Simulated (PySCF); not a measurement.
Spectra and structures to be paired. Theory: PySCF 2.14.0, density-fitted response routines, TDDFT CAM-B3LYP/def2-SVPD, vertical, gas phase, core orbitals frozen in the response. Geometries: PBE0-D3(BJ)/def2-SVP; one conformer of each isolated species. Triplets are in the Tamm–Dancoff approximation. Relativistic effects are left out although some hold elements past zinc.

A. `CC(=O)N[SiH2]O[SiH2]O[SiH3]`
B. `[H]B([H])OC`
C. `[Na][Br]`

Lowest singlet levels (six at most, fewer where fewer were computed) with oscillator strengths:

1. 5.73 eV (f 0.001); 7.21 eV (f 0.081); 7.27 eV (f 0.002); 7.38 eV (f 0.088); 7.39 eV (f 0.016); 7.60 eV (f 0.008); T1 5.26 eV
2. 3.75 eV (f 0.034 summed over 2 states); 4.47 eV (f 0.126); 5.61 eV (f 0.000 summed over 2 states); 5.64 eV (f 0.000); 5.83 eV (f 0.085); 6.02 eV (f 0.108 summed over 2 states) [of 10 roots; the last level is left out, as the window may have cut its degenerate partner]; T1 3.66 eV
3. 6.33 eV (f 0.000); 8.25 eV (f 0.018); 8.29 eV (f 0.151); 8.37 eV (f 0.034); 8.89 eV (f 0.007); 9.20 eV (f 0.045); T1 5.74 eV

Question: Match each spectrum to its molecule.

Answer: 1 = A, 2 = C, 3 = B.
- A: S1 at 5.73 eV, HOMO→LUMO+2 (77%), HOMO→LUMO+3 (15%); Löwdin shares by element: HOMO oxygen 65% or more, carbon 18%, nitrogen 6%; LUMO silicon 54%, oxygen 6% or more (atoms not listed hold the other 40%); HOMO -9.29 and LUMO 0.78 eV.
- B: S1 at 6.33 eV, HOMO→LUMO (97%); Löwdin shares by element: HOMO oxygen 33%, hydrogen 31% or more, boron 28%; LUMO boron 46%, oxygen 27%, hydrogen 24% or more; HOMO -10.07 and LUMO 0.67 eV.
- C: S1 at 3.75 eV, HOMO-1/HOMO→LUMO (≥95%); Löwdin shares by element: HOMO (one of a set within 0.03 eV) bromine 95%, sodium 5%; LUMO sodium 92%, bromine 8%; HOMO -7.57 and LUMO -1.31 eV; point group C∞v, 3 of its 9 listed states under f = 0.0005.

A slash joins orbitals within 0.01 eV of each other, whose weights are summed (≥ marks a lower bound).
